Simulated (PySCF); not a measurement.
Atoms are numbered as in `[O:1]=[C:2]([OH:3])[CH2:4][c:5]1[cH:6][cH:7][cH:8][cH:9][c:10]1[F:11]`. Hydrogens are named by the atom that carries them.

Theoretical values (PySCF): PBE0-D3(BJ)/def2-SVP structure, shielding tensors at PBE0/pcSseg-1 (GIAO). Single conformer, fast rotation and ring inversion assumed for equivalent nuclei, no solvent, relativity neglected.

References, each an isolated molecule treated in the same way: 13C and 1H against TMS; H2O for 17O; 19F against CFCl3.

```tsv
atoms	nucleus	count	δ (ppm)
C10	13C	1	169.7
C2	13C	1	?
O1	17O	1	443.2
H(O3)	1H	1	5.75
H(C8)	1H	1	?
F11	19F	1	-110.4
C7	13C	1	128.3
C9	13C	1	?
O3	17O	1	210.2
C4	13C	1	?
C5	13C	1	126.8
C8	13C	1	135.1
H(C6)	1H	1	7.22
C6	13C	1	137.0
H(C4)	1H	2	3.46
H(C9)	1H	1	?
H(C7)	1H	1	7.21
```

Q: Estimate the values marked ?.

A: 
- C2: 174.1 ppm, carboxylic acid carbon; it is a carbonyl in resonance with an O or N lone pair, the region of acids, esters and amides
- C9: 120.4 ppm, aromatic CH
- C4: 35.4 ppm, sp3 CH2 α to a carbonyl; α to the electron-withdrawing carbonyl group
- H(C8): 7.44 ppm, hydrogen on an aromatic CH; the ring current deshields protons in the ring plane
- H(C9): 7.20 ppm, hydrogen on an aromatic CH; it sits in the deshielding region of the aromatic ring current

OH and NH positions are those of a molecule without intermolecular hydrogen bonds; in solution they move with solvent, concentration and temperature, and exchange usually removes their couplings. Shifts are as computed. Against solution values, carbons near 30 ppm lie about +2 ppm off and those near 130 ppm about +5 ppm. Of 1309 compounds with measured shifts, 239 miss one by over three times the rms of a fit or turn the order of signals round; such compounds aren't used in these exercises. In solution the two oxygens of a carboxylic acid exchange roles by proton transfer and give one 17O line. Hydrogen bonding in solution shields acid and N–H amide carbonyl oxygens by tens of ppm. Hydrogen bonding in solution deshields acid and N–H amide carbonyl carbons by as much as 10 ppm beyond these values. Unscaled 19F shifts against computed CFCl3 carry errors that often reach 10 to 50 ppm. Unscaled 17O shifts of doubly bonded oxygen tend to come out too high, by tens of ppm or more. Experimental scales use liquid or dissolved standards, which lie at an offset from isolated H2O (liquid H2O: subtract about 36 ppm).
